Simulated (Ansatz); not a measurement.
`[SiH3]N([SiH3])[Si]S` + HBr → `[SiH3]N([SiH3])[Si]Br` + H₂S at 500 K and 1 bar (ligand exchange at the Si–S bond).

Gas-phase electronic energies from Ansatz, PBE0-D4/def2-TZVP geometries. CBS: MP2 limit from def2 TZ/QZ plus the TZ coupled-cluster correction, frozen cores. This one scheme is used for every species. For Br outer-core shells are correlated without core-valence functions, which leaves a few kJ/mol of doubt a bond. Scalar relativity is left out up to krypton. One conformer a species, not always the lowest.

| species | CCSD(T)/CBS energy (Eh) | H − E (kJ/mol) | S (J/(mol·K)) |
| --- | --- | --- | --- |
| `[SiH3]N([SiH3])[Si]S` | -1323.98626 | 235.5 | 484.4 |
| HBr | -2573.91920 | 30.5 | 213.7 |
| `[SiH3]N([SiH3])[Si]Br` | -3498.95213 | 209.8 | 469.5 |
| H₂S | -398.97279 | 57.0 | 224.0 |

H − E and S are ideal-gas, rigid-rotor, harmonic terms from PBE0-D4/def2-TZVP, for one conformer and one mirror image of each species. 1 Eh = 2625.50 kJ/mol, R = 8.31446 J/(mol·K).

By hand: ΔE, ΔH, ΔS and ΔG.

ΔE = (-3498.95213) + (-398.97279) − (-1323.98626) − (-2573.91920) = -0.01946 Eh = -51.1 kJ/mol. Δ(H − E) = 209.8 + 57.0 − 235.5 − 30.5 = 0.8, so ΔH = -50.3 kJ/mol. ΔS = 469.5 + 224.0 − 484.4 − 213.7 = -4.6 J/(mol·K). ΔG = -50.3 − 500 × (-4.6)/1000 = -48.0 kJ/mol.

By hand: the equilibrium constant, and the temperature at which ΔG would vanish if ΔH and ΔS stayed fixed.

log₁₀ K = −ΔG/(RT ln 10) = 5.0. ΔG = 0 at ΔH/ΔS = 10935 K, far beyond where these terms or the molecules hold.

The number of gas molecules stays the same, so ΔS is small and ΔH decides. A doubt of 5 kJ/mol in ΔE shifts log₁₀ K by 0.5 here. Other conformers and mirror images would add mixing entropy, several J/(mol·K) or more a flexible species. Modes under 60 cm⁻¹, often nearly free rotors, make the harmonic entropy too high. These are equilibria of isolated gas molecules and say nothing of rates. Largest T1 diagnostic: 0.014 (customary marks: 0.02 for closed shells, 0.045 for open ones).
